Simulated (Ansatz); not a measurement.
C₁₀H₂₄Si⁺, that is Si(tBu)2Me2 with one electron fewer. Total charge 1; doublet. Geometry PBE-D4/def2-SVP; atoms count from 1.

```xyz
35

Si   -0.154   -0.626    0.475
C     0.098   -0.647   -1.561
C    -0.720    0.424   -2.255
C    -0.479   -2.057   -1.802
C     1.588   -0.575   -1.860
H    -0.712    0.224   -3.351
H    -1.784    0.426   -1.944
H    -0.297    1.439   -2.123
H    -1.575   -2.111   -1.661
H     0.011   -2.855   -1.210
H    -0.274   -2.296   -2.873
H     2.168   -1.378   -1.366
H     2.036    0.403   -1.604
H     1.728   -0.702   -2.959
C     0.070    1.334    1.040
C    -1.219    2.075    0.722
C     1.309    1.969    0.439
C     0.236    1.071    2.551
H    -1.137    3.108    1.133
H    -1.397    2.190   -0.364
H    -2.110    1.612    1.186
H     1.192    2.199   -0.638
H     2.223    1.361    0.589
H     1.491    2.944    0.947
H     1.201    0.598    2.809
H    -0.594    0.492    3.004
H     0.219    2.072    3.042
C     1.171   -1.696    1.261
H     0.933   -1.879    2.329
H     2.182   -1.249    1.200
H     1.210   -2.690    0.772
C    -1.881   -1.196    0.933
H    -1.959   -2.298    0.840
H    -2.670   -0.735    0.306
H    -2.105   -0.951    1.991
```

Question: Estimate the Mulliken populations of the heavy atoms from the PBE0/def2-SVP orbitals of Ansatz.

Answer: 
| atom | charge (e) | spin (α − β) |
| --- | --- | --- |
| Si1 | 0.47 | 0.14 |
| C2 | -0.56 | 0.31 |
| C3 | 0.00 | -0.01 |
| C4 | -0.03 | 0.02 |
| C5 | 0.01 | -0.01 |
| C15 | -0.56 | 0.31 |
| C16 | 0.01 | -0.01 |
| C17 | 0.00 | -0.01 |
| C18 | -0.03 | 0.02 |
| C28 | -0.28 | -0.01 |
| C32 | -0.28 | -0.01 |
Mulliken values depend strongly on the basis.

Question: Where does the spin sit?

Answer: Summed by element: Si 0.14, C 0.58, H 0.28, of 1 unpaired in all. Largest on single atoms: C2 0.31, C15 0.31, Si1 0.14.

Question: And the Mayer bond orders between heavy atoms (over 0.3)?

Answer: Si1–C2 0.71 (2.05 Å); Si1–C15 0.71 (2.05 Å); Si1–C28 1.10 (1.88 Å); Si1–C32 1.10 (1.88 Å); C2–C3 1.02 (1.52 Å); C2–C4 0.98 (1.54 Å); C2–C5 1.01 (1.52 Å); C15–C16 1.01 (1.52 Å); C15–C17 1.02 (1.52 Å); C15–C18 0.98 (1.54 Å).
